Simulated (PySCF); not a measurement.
Isomers of CH13NOSi5, one GFN2-xTB conformer each. Single-point energies are computed at PBE0/pcSseg-1 (PySCF, gas phase, no added dispersion term), electronic only.

```tsv
SMILES	GFN2-xTB relative energy (kJ/mol)
[SiH3]O[Si@H]1[SiH2]C[SiH2]N1[SiH3]	0.0
[SiH3]N([SiH3])[Si@@H]1O[SiH2]C[SiH2]1	21.4
C[Si@@H]1[SiH2]N([SiH3])[Si@H]1O[SiH3]	71.5
```

Conformers: `[SiH3:1][O:2][Si@H:3]1[SiH2:4][CH2:5][SiH2:6][N:7]1[SiH3:8]` with Si1–O2–Si3–Si4 -92°, O2–Si3–Si4–C5 118°, Si3–Si4–C5–Si6 7°, Si4–C5–Si6–N7 -13°, C5–Si6–N7–Si8 -165°; `[SiH3:1][N:2]([SiH3:3])[Si@@H:4]1[O:5][SiH2:6][CH2:7][SiH2:8]1` with Si1–N2–Si4–O5 -170°, N2–Si4–O5–Si6 -124°, Si4–O5–Si6–C7 -3°, O5–Si6–C7–Si8 10°, Si6–C7–Si8–Si4 -11°; `[CH3:1][Si@@H:2]1[SiH2:3][N:4]([SiH3:5])[Si@H:6]1[O:7][SiH3:8]` with N4–Si6–O7–Si8 7°.

Problem. What does PBE0/pcSseg-1 give for the same structures?

Solution. 
| SMILES | PBE0/pcSseg-1 E (Eh) | PBE0/pcSseg-1 (kJ/mol) | GFN2-xTB (kJ/mol) | point group |
| --- | --- | --- | --- | --- |
| [SiH3]O[Si@H]1[SiH2]C[SiH2]N1[SiH3] | -1622.63153 | 0.0 | 0.0 | C1 |
| [SiH3]N([SiH3])[Si@@H]1O[SiH2]C[SiH2]1 | -1622.62525 | 16.5 | 21.4 | C1 |
| C[Si@@H]1[SiH2]N([SiH3])[Si@H]1O[SiH3] | -1622.61523 | 42.8 | 71.5 | C1 |

Both levels put the same isomer lowest; measured from each level's own lowest isomer, the values differ by up to 28.7 kJ/mol (C[Si@@H]1[SiH2]N([SiH3])[Si@H]1O[SiH3]: 71.5 against 42.8). As drawn, the highest has a four-membered ring, which the lowest lacks.

Problem. Which frontier levels, dipoles and rotational constants go with these structures?

Solution. 
```json
{"SMILES": "[SiH3]O[Si@H]1[SiH2]C[SiH2]N1[SiH3]", "HOMO (eV, PBE0/pcSseg-1)": "-7.47", "LUMO (eV)": "-0.40", "dipole (D)": "0.82", "A, B, C (MHz)": "1033, 735.0, 497.1"}
{"SMILES": "[SiH3]N([SiH3])[Si@@H]1O[SiH2]C[SiH2]1", "HOMO (eV, PBE0/pcSseg-1)": "-7.21", "LUMO (eV)": "-0.41", "dipole (D)": "1.21", "A, B, C (MHz)": "1378, 615.9, 481.3"}
{"SMILES": "C[Si@@H]1[SiH2]N([SiH3])[Si@H]1O[SiH3]", "HOMO (eV, PBE0/pcSseg-1)": "-7.36", "LUMO (eV)": "-0.86", "dipole (D)": "1.14", "A, B, C (MHz)": "1046, 674.7, 487.3"}
```
